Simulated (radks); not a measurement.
Results of a calculation; reference values are marked as such.
C1.625+, configuration 1s(up 1, down 0.375) 2s2 2p1 (fractional occupations, a model configuration). Level of theory: non-relativistic Kohn-Sham, PBEsol, spin-polarised, spherical densities, point nucleus; open shells are filled with parallel spins first (a radial shooting solver on a logarithmic mesh with Libxc functionals).

X-ray form factor f0, the Fourier transform of the density (f0(0) = 4.375):

sin(theta)/lambda (1/angstrom),f0 (electrons)
0.05,4.264
0.1,3.958
0.15,3.520
0.2,3.031
0.25,2.559
0.3,2.146
0.4,1.558
0.5,1.239
0.6,1.077
0.8,0.921
1,0.798
1.25,0.639
1.5,0.494
2,0.285
